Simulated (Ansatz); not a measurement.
The molecule HfP, multiplicity 4 (an upper state: multiplicity 2 came lower at CCSD(T)/def2-TZVPP on PBE0 minima). No spin–orbit coupling.

Constants: fifth-degree fit in 1/R to seven points, most abundant isotopes. Runs in def2 and cc sets follow the lowest solution found near the PBE0 minimum.

The values were computed with Ansatz (Gaussian basis) for Hartree–Fock, density functionals and correlated methods. Each number belongs to the level named beside it. In def2 rows elements past Kr take small-core potentials, without spin–orbit coupling.

Task: What bond length and harmonic frequency does PBE/def2-TZVPP give?

Result: r_e = 2.361 Å, ω_e = 400 cm⁻¹.

Task: What bond length and harmonic frequency does PBE0/def2-TZVPP give?

Result: r_e = 2.343 Å, ω_e = 419 cm⁻¹.

Task: What bond length and harmonic frequency does wB97X-V/def2-TZVPP give?

Result: r_e = 2.341 Å, ω_e = 425 cm⁻¹.

Ansatz is an electronic-structure program.
